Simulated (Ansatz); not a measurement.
Harmonic frequencies (cm⁻¹) at PBE0-D4/def2-TZVP from Ansatz: 34, 60, 104, 159, 179, 217, 364, 377, 471, 539, 577, 605, 658, 668, 696, 710, 878, 888, 932, 1052, 1096, 1272, 1418, 1454, 1454, 1919, 2172, 2182, 3051, 3121, 3135, 3138, 3204.

Each molecule was computed in one conformer, which needn't be the lowest.

**Question.** Which molecule is it?
A. `N[SiH]([AsH2])C=O`
B. `C[SiH2]C(C)=S`
C. `C[SiH2][AlH][CH2]Cl`
D. `BC[SiH2]CF`

**Answer.** C.
